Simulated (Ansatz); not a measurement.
Species: CuBr2 (charge 0, doublet). The spin state was set by rule; other spins were not relaxed. SMILES: [Br][Cu][Br]
Geometry: optimised at B3LYP-D3(BJ)/def2-TZVP (Ansatz, an electronic-structure program).

Parts of the frozen-core correlation energy in STO-3G (Ansatz, hartree). Frozen orbitals: 37; correlated occupied orbitals by spin: 13 and 12; virtual: 4 and 5. Open shells are spin-unrestricted. Spin-orbit coupling is left out. No relativistic terms.

```json
[
 {"term": "reference (HF)", "value": "-6709.89634"},
 {"term": "MP2 opposite-spin", "value": "-0.03003"},
 {"term": "MP2 same-spin", "value": "-0.00909"},
 {"term": "CCSD correlation", "value": "-0.06376"},
 {"term": "(T)", "value": "-0.00645"},
 {"term": "T1 diagnostic", "value": "0.037"},
 {"term": "largest doubles amplitude", "value": "0.334"},
 {"term": "<S^2> of the reference", "value": "1.576"}
]
```
